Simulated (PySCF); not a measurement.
## Fe²⁺: ionisation energy

Fe²⁺ [Ar] 3d6 (5D) → Fe³⁺ [Ar] 3d5 (6S), as a difference of total energies. All numbers are calculated (PySCF 2.14, scalar relativity by spin-free X2C-1e, in x2c-TZVPPall with one added diffuse shell each of s, p, d, f type (7s6p5d3f1g, 80 functions)). Correlated levels: valence: [Ar] frozen. The calculations carry no spin-orbit coupling.

Order these methods by the ionisation energy they give, lowest first.
A. UHF
B. SCS-MP2 (valence)
C. MP2 (valence)
D. CCSD (valence)

A (28.308 eV), D (29.837 eV), C (29.874 eV), B (30.049 eV).

The reference lies between the lowest fine-structure levels, while these numbers refer to the centres of the terms.

Errors of the correlated levels include the incompleteness of this basis and the frozen core.

For comparison: 30.651 ± 0.012 eV (measured; NIST Atomic Spectra Database, ionization energies).
